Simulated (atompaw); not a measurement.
**Logarithmic derivatives: magnesium, PAW (atompaw)**

```json
{"Element": "Mg (Z = 12)", "Generator": "atompaw 4.2.0.5", "Type": "PAW", "Functional": "PBE", "Relativity": "non-relativistic", "Frozen core": "[He]", "Valence charge": "10", "Reference configuration": "2s2 2p6 3s2 3p0", "Partial waves": "2s (bound); 3s (bound); 2p (bound); 3p (bound, empty)", "Local potential": "bessel scheme, radius 1.25 bohr", "Core correction": "smooth core density matched at 0.75 bohr", "Augmentation charge": "besselshape compensation charge, radius 1.25 bohr; PAW radius 1.30 bohr; waves and projectors: bloechl"}
```

The phase is arctan(r·u′/u) with u = r·R(r), unwrapped; energies in Ry, scanned from -8 to 5 Ry. A pole is an energy at which the radial function vanishes at the test radius. The pseudo phase is shifted by a multiple of π to meet the all-electron one at the reference energy, and phase errors are pseudo minus all-electron; the curves can meet again beyond the range given. Levels narrower than the energy grid can be missing from the lists of poles.

**Question.** For each channel, where are the poles, and over which energies does the pseudopotential scatter like the atom?

**Answer.**

```
channel  radius (bohr)  reference energy (Ry)  poles, all-electron  poles, pseudo  unbroken range about the reference energy with phases within 0.05 rad  phase error 1 Ry above the reference energy (rad)
      s           1.31                  -0.35                -4.97          -4.97                                                        the whole range                                             -0.000
      p           1.31                  -0.10                -2.56          -2.56                                                        the whole range                                             +0.000
```

Phases in the p channel:

| E (Ry) | all-electron | pseudo |
| --- | --- | --- |
| -8.00 | 1.252 | 1.252 |
| -7.76 | 1.243 | 1.243 |
| -7.52 | 1.234 | 1.234 |
| -7.28 | 1.223 | 1.223 |
| -7.04 | 1.211 | 1.212 |
| -6.80 | 1.198 | 1.198 |
| -6.56 | 1.183 | 1.183 |
| -6.32 | 1.165 | 1.165 |
| -6.08 | 1.144 | 1.144 |
| -5.84 | 1.119 | 1.119 |
| -5.60 | 1.087 | 1.088 |
| -5.36 | 1.048 | 1.048 |
| -5.12 | 0.995 | 0.995 |
| -4.88 | 0.921 | 0.921 |
| -4.64 | 0.811 | 0.811 |
| -4.40 | 0.634 | 0.634 |
| -4.16 | 0.327 | 0.327 |
| -3.92 | -0.176 | -0.175 |
| -3.68 | -0.728 | -0.728 |
| -3.44 | -1.099 | -1.099 |
| -3.20 | -1.313 | -1.313 |
| -2.96 | -1.443 | -1.442 |
| -2.72 | -1.528 | -1.528 |
| -2.48 | -1.590 | -1.590 |
| -2.24 | -1.636 | -1.636 |
| -2.00 | -1.673 | -1.673 |
| -1.76 | -1.704 | -1.704 |
| -1.52 | -1.731 | -1.731 |
| -1.28 | -1.755 | -1.755 |
| -1.04 | -1.776 | -1.776 |
| -0.80 | -1.797 | -1.796 |
| -0.56 | -1.816 | -1.816 |
| -0.32 | -1.835 | -1.835 |
| -0.08 | -1.853 | -1.853 |
| 0.16 | -1.871 | -1.871 |
| 0.40 | -1.890 | -1.890 |
| 0.64 | -1.910 | -1.909 |
| 0.88 | -1.930 | -1.930 |
| 1.12 | -1.951 | -1.951 |
| 1.36 | -1.973 | -1.973 |
| 1.60 | -1.997 | -1.997 |
| 1.84 | -2.023 | -2.023 |
| 2.08 | -2.051 | -2.051 |
| 2.32 | -2.083 | -2.082 |
| 2.56 | -2.117 | -2.116 |
| 2.80 | -2.156 | -2.154 |
| 3.04 | -2.199 | -2.197 |
| 3.28 | -2.248 | -2.245 |
| 3.52 | -2.305 | -2.300 |
| 3.76 | -2.370 | -2.364 |
| 4.00 | -2.445 | -2.436 |
| 4.24 | -2.531 | -2.520 |
| 4.48 | -2.631 | -2.617 |
| 4.72 | -2.746 | -2.727 |
| 4.96 | -2.875 | -2.852 |
